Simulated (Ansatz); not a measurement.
Mulliken charges of C$_{2}$H$_{4}$BrN (`C/N=C\Br`) from r2SCAN/def2-TZVPP in Ansatz (PBE0-D4/def2-TZVP geometry).

| atom | x (Å) | y (Å) | z (Å) | charge (e) |
| --- | --- | --- | --- | --- |
| C1 | 0.271 | 0.978 | -0.367 | 0.010 |
| N2 | -0.007 | 0.167 | 0.781 | -0.227 |
| C3 | -0.308 | -1.031 | 0.745 | 0.049 |
| Br4 | -0.488 | -2.142 | -0.842 | -0.137 |
| H5 | -0.424 | 1.822 | -0.371 | 0.069 |
| H6 | 0.192 | 0.434 | -1.313 | 0.056 |
| H7 | 1.276 | 1.392 | -0.264 | 0.069 |
| H8 | -0.513 | -1.621 | 1.632 | 0.111 |

By hand: the dipole of these point charges (1 e Å = 4.8032 D).

Σ q r = (0.069, 0.281, 0.035) e Å, of length 0.291 e Å = 1.40 D.

How does the dipole of the full density compare? (Best estimate.)

Computed: (0.046, 0.186, 0.017) e Å, 0.92 D; the point charges give 1.52 times that, at 2° from its direction.

Point charges leave out the atoms' own dipoles, such as those of lone pairs, and Mulliken's split depends on the basis, so the two needn't agree.
